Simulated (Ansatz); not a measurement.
A made-up structure of ZnBH2, doublet:

| atom | x (Å) | y (Å) | z (Å) |
| --- | --- | --- | --- |
| B1 | 0.3587 | -0.8416 | 0.5922 |
| Zn2 | -0.3002 | 0.7047 | -0.4958 |
| H3 | 0.7499 | -1.7595 | 1.2372 |
| H4 | 0.6726 | -1.7100 | -0.0933 |

It is relaxed with PBE-D4/def2-SVP and then PBE0-D4/def2-TZVP (Ansatz 0.2.0). Atoms count as bonded within 1.22 times the sum of their covalent radii (H–H: 0.88 Å). The end point is not checked to be a true minimum.

**Question.** Does its bonding change? (A judgement: the text doesn't fix the answer.)

**Answer.** Computed: No: no bond forms or breaks.

Where it ends: The first stage lowers the energy by 1.66 eV in 10 steps. It ends as ZnBH₂ ([BH2][Zn]):
```tsv
atom	x (Å)	y (Å)	z (Å)
B1	0.3084	-1.1962	0.3931
Zn2	-0.2550	0.7854	-0.2049
H3	0.6733	-1.3070	1.5281
H4	0.7544	-1.8887	-0.4760
```

Labels in which every atom is bracketed show which atoms are joined, not bond orders.

For scale, one of the runs: PBE0-D4/def2-TZVP relaxation, 91 basis functions, launched by `ansatz run in.yaml --threads 2 --pin off --events-out ev --progress --plain --max-ram 4352MiB`. The run took about 12 s on 2 CPU threads of an Arm Neoverse V2 (shared host).
